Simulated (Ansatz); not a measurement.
Consider the formal exchange of groups at the Si–O bond: `O[SiH2][O][GeH3]` + `C#[C][GeH3]` → `O[SiH2]C#[C][GeH3]` + `[OH][GeH3]`.

Program: Ansatz. Geometries: PBE0-D4/def2-TZVP. ΔE: electronic, gas phase. CBS: MP2 limit from def2 TZ/QZ plus the TZ coupled-cluster correction, frozen cores. Functionals use def2-TZVPP. B3LYP here is the variant with VWN-RPA as its local correlation; programs differ in this. HSE06 is defined as in plane-wave codes. For Ge outer-core shells are correlated without core-valence functions, which leaves a few kJ/mol of doubt a bond. Scalar relativity is left out up to krypton. Each species was taken in one conformer, which may not be the lowest.

(1) Is it downhill or uphill in electronic energy at CCSD(T)/CBS, and by how much? (Estimate.)

(2) What do these levels give: LDA (SPW92), revPBE-D4, B97M-V, PBE0-D4, HSE06-D4, B3LYP? (Best estimate.)

Largest T1 diagnostic among the species: 0.012.

## Answers

(1) The calculation gave: Uphill: ΔE = +0.90 eV.

(2) Ansatz gave: LDA (SPW92) 0.81, revPBE-D4 0.74, B97M-V 0.87, PBE0-D4 0.81, HSE06-D4 0.81, B3LYP 0.87 eV.

From r2SCAN to r2SCAN0 (25 % exact exchange), in def2-TZVPP and without D4, ΔE moves by +0.04 eV. In def2-TZVPP, CCSD(T) changes the Hartree–Fock value by −0.12 eV (the triples alone add −0.03 eV) and MP2 by −0.13 eV.
